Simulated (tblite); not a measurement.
C₅H₇OP.
Structure used (GFN2-xTB), in Å, numbered top down from 1:
```xyz
14
C5H7OP angstrom
C     -1.952    0.203    0.962
C     -1.138   -0.403   -0.179
C      0.308   -0.045   -0.049
C      1.309   -0.914    0.243
O      2.532   -0.386    0.343
C      2.499    0.933    0.127
P      0.966    1.604   -0.210
H     -3.006   -0.041    0.852
H     -1.842    1.286    0.962
H     -1.605   -0.178    1.920
H     -1.242   -1.490   -0.175
H     -1.522   -0.027   -1.131
H      1.244   -1.976    0.402
H      3.449    1.434    0.191
```

Method: GFN2-xTB as coded in tblite; computed harmonic values from a numerical Hessian at the method's own geometry, unscaled. The method is semi-empirical: single wavenumbers can be off by several per cent or more. One conformer, not necessarily the lowest.

Harmonic wavenumbers (cm⁻¹): 33.0, 149.1, 201.2, 292.3, 339.8, 485.2, 532.9, 574.9, 691.8, 713.1, 752.0, 776.3, 824.9, 939.1, 993.0, 1060.1, 1063.4, 1083.7, 1174.3, 1198.9, 1215.1, 1246.7, 1299.3, 1320.5, 1407.3, 1475.7, 1494.0, 1499.4, 1544.4, 2960.2, 2975.3, 3025.0, 3034.3, 3037.9, 3117.0, 3118.7.

A = 4322, B = 1744, C = 1354 MHz; mass 114.023 u (most abundant isotopes); point group C1, symmetry number 1.

What is the zero-point energy?

Half the sum of the wavenumbers: 23825 cm⁻¹ = 285.01 kJ/mol.

What is S at 273.15 K and 1 bar for an ideal gas of classical rigid rotors and harmonic oscillators?

Translation 166.11, rotation 115.41, vibration 63.81: S = 345.3 J/(mol K).

And Cp and H(273.15 K) − H(0)?

Cp = 106.53 J/(mol K), of which vibrations give 73.27 (their classical limit is 36 R = 299.3); H(273.15 K) − H(0) = 18.29 kJ/mol without the zero-point energy, 9.21 from vibrations.

What must be added to the electronic energy to get the Gibbs energy at 273.15 K and 1 bar?

ZPE + [H(273.15 K) − H(0)] − T·S = 285.01 + 18.29 − 94.33 = 208.97 kJ/mol.

How do the functions run with temperature in this model?

| T (K) | S (J/(mol K)) | Cp (J/(mol K)) | H − H(0) (kJ/mol) | G − H(0) (kJ/mol) | ln q(vib) |
| --- | --- | --- | --- | --- | --- |
| 100 | 269.1 | 56.1 | 4.45 | -22.46 | 1.18 |
| 200 | 316.0 | 83.2 | 11.36 | -51.83 | 2.56 |
| 300 | 355.7 | 115.4 | 21.27 | -85.45 | 4.02 |
| 500 | 429.1 | 174.1 | 50.52 | -164.05 | 7.18 |
| 800 | 524.2 | 229.2 | 111.83 | -307.52 | 12.08 |
| 1000 | 578.0 | 252.4 | 160.12 | -417.84 | 15.21 |

q(vib) and H(0) count from the zero-point level.

Hindered rotation and anharmonicity are outside this model. Other conformers, if any are populated, would add a mixing term that is left out. The structure is chiral; the term R ln 2 for an equal mix with its mirror image is left out.
